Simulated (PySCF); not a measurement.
**Spin states and ions at one geometry of [ReO3Cl]−**

PySCF 2.14.0, UKS PBE, Re def2-SVP with ECP60, O def2-SVP, Cl def2-SVP; non-relativistic Hamiltonian with scalar-relativistic core potentials where named; density fitting; no spin-orbit coupling; singlets restricted, open shells unrestricted. The geometry is relaxed for charge -1, doublet, vacuum:

```xyz
5

Re    0.1641   -0.0263    0.2121
O     1.3061    0.6274    1.3591
O    -1.1034   -0.8283    1.1198
O     1.0734   -0.8872   -1.0148
Cl   -1.3599    1.0192   -1.3688
```

Energies count from the relaxed state; an electron taken off or put on is at rest in vacuum. Charges and spins are Mulliken's.

Question: Order these states by energy, lowest first.
A. charge 0, triplet, vacuum
B. charge -1, quartet, vacuum
C. charge -1, doublet, vacuum
D. charge 0, singlet, vacuum

Answer: C (0.00 eV), D (2.45 eV), B (3.93 eV), A (5.15 eV).

Question: How do charge and spin on the first atom follow?

Answer: 
| state | spin squared | charge on Re1 (e) | spin on Re1 (e) | dipole about the centre of mass (D) |
| --- | --- | --- | --- | --- |
| charge -1, doublet, vacuum | 0.75 | 0.61 | 0.73 | 0.57 |
| charge -1, quartet, vacuum | 3.76 | 0.48 | 1.35 | 0.70 |
| charge 0, singlet, vacuum | 0.00 | 0.97 | 0.00 | 0.87 |
| charge 0, triplet, vacuum | 2.01 | 0.86 | 0.62 | 1.21 |

With an electron taken off (singlet, the lower of the two states computed) the charges change, summed by element, by Re +0.37 e, O +0.42 e, Cl +0.21 e. The vertical ionisation energy is 2.45 eV, against −ε(HOMO) = -0.73 eV over both spins of the relaxed state. The level lies 3.2 eV too high, as is usual for semilocal functionals and global hybrids, which keep a self-interaction error.

Open shells may have lower solutions than those found. Hard to converge, so the more doubtful: charge -1, quartet, vacuum; charge 0, triplet, vacuum.
